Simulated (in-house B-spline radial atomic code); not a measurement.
# Ionising the arsenic ion As⁸⁺ with different functionals

Computed with an all-electron radial atomic-structure program (B-spline basis): four-component Dirac-Coulomb Hamiltonian, Fermi nucleus of rms radius 4.0968 fm, spin-restricted, spherical fractional occupations for the functionals, and exact exchange of hybrids averaged over the configuration. The ionisation energy is the difference of two self-consistent energies, [Ar] 3d7 → [Ar] 3d6, without Breit or QED terms; ε is the level of the shell that loses the electron (mean over j). The electron is taken from both j subshells in proportion to 2j + 1, so the result is a j average, not the step between ground levels.

| method | rung | ΔSCF (eV) | -ε(3d) (eV) |
| --- | --- | --- | --- |
| B3LYP | global hybrid | ? | ? |
| B97-1 | global hybrid | 218.33 | 205.20 |
| LC-wPBE | range-separated hybrid | 218.31 | 206.78 |
| wB97X | range-separated hybrid | ? | ? |

What does B3LYP give?

ΔSCF 218.42 eV, and -ε(3d) = 205.08 eV.

What does wB97X give?

ΔSCF 217.97 eV, and -ε(3d) = 207.56 eV.

Among the functionals, which spreads more, the ΔSCF values or the orbital energies?

The orbital energies: ΔSCF values span about 0.45 eV and the orbital energies 2.47 eV; here energy differences depend much less on the functional than eigenvalues do.

How do they compare with the NIST value?

NIST lists 213 eV ± 2.2 (tabulated theory, ground level to ground level). Errors run from +4.97 to +5.42 eV. The correlated functionals all miss on the same side by more than they spread, so the cause is common to them (Breit-QED terms, spin polarisation, the choice among j levels, multiplet and fine-structure energies, or a listed next ion that isn't the cheapest removal here) and closeness doesn't rank the functionals.
